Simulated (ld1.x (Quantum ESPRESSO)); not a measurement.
Varying the TM potential for rubidium (Rb)

Base potential:

| Item | Value |
| --- | --- |
| Element | rubidium |
| Generator | ld1.x (Quantum ESPRESSO) 7.5 |
| Type | norm-conserving Troullier–Martins (Kleinman–Bylander form) |
| Functional | PBE |
| Relativity | scalar-relativistic |
| Frozen core | [Ar] 3d10 |
| Valence charge | 9 |
| Reference configuration | 4s2 4p6 4d1 5s0 5p0 |
| Partial waves | 4s (bound): rc 1.80 bohr; 4p (bound): rc 1.65 bohr; 4d (bound): rc 4.20 bohr |
| Local potential | all-electron potential smoothed inside 2.05 bohr (lloc = -1) |
| Core correction | Bessel-smoothed model core inside 0.95 bohr |

Cutoffs, loose and tight: the cutoffs (Ry, on a coarse ladder) from which the occupation-weighted sum of valence levels, in a spherical-Bessel basis at the reference potential, stays within 10 and 1 mRy of its value at 400 Ry. They do not see the model core or the augmentation charge, which bear on the density cutoff. Test errors are all-electron minus pseudo excitation energies from the reference, over the configurations 4s2 4p6 4d0 5s1 5p0; 4s2 4p6 4d0 5s0 5p0; 4s2 4p6 4d0 5s0.5 5p0; 4s2 4p6 4d0 5s0 5p1; 4s2 4p5 4d0 5s1 5p0; 4s1 4p6 4d0 5s1 5p0; 4s2 4p6 4d0.5 5s0.5 5p0. A dash means not determined; rows that change the core or the reference have their own tests.

A true bound ghost makes a file unfit for plane-wave use even where its test errors are small: the radial tests pick states by their node count and pass the ghost by. Where a test does run into it, the solver fails or the error is huge.

On the changes marked as counting shells twice: ld1.x takes every shell without a wave as core, so the model core holds the marked electrons as well and exchange and correlation see them twice. This cancels in the reference configuration, but the file is broken for other ones, and its errors say nothing about a proper core correction.

| change | outcome | cutoff, loose | cutoff, tight | bound ghosts | largest test error (meV) |
| --- | --- | --- | --- | --- | --- |
| base | generated | 40 Ry | 70 Ry | d | -15 |
| local potential all-electron potential smoothed inside 3.98 bohr (lloc = -1) | generated | 40 Ry | 70 Ry | none | -2072 |
| wave 4d (bound): rc 4.20 bohr becomes 4d (bound): rc 2.56 bohr | generated | 40 Ry | 70 Ry | none | -43 |
| functional LDA (PZ) | generated | 40 Ry | 70 Ry | none | -31 |
| reference 4s2 4p6 4d0 5s0.5 5p0.5 (5p, 5s counted twice) | generated | 40 Ry | 70 Ry | d | -152 over the solved tests; 1 of 7 tests not solved or not reliable |
| wave 4p (bound): rc 1.65 bohr becomes 4p (bound): rc 1.72 bohr | generated | 40 Ry | 70 Ry | d | +13 |
| core correction none | generated | 40 Ry | 70 Ry | d | +12 |
| all radii but the core radius scaled by about 0.75 (s 1.34, p 1.24, d 3.14 bohr); local potential all-electron potential smoothed inside 1.54 bohr (lloc = -1) | generated | 70 Ry | 140 Ry | none | +110 |

What comes out with this change to the base: wave 4s (bound): rc 1.80 bohr becomes 4s (bound): rc 1.62 bohr?

outcome: generated; cutoff, loose: 50 Ry; cutoff, tight: 80 Ry; bound ghosts: d; largest test error (meV): -31.
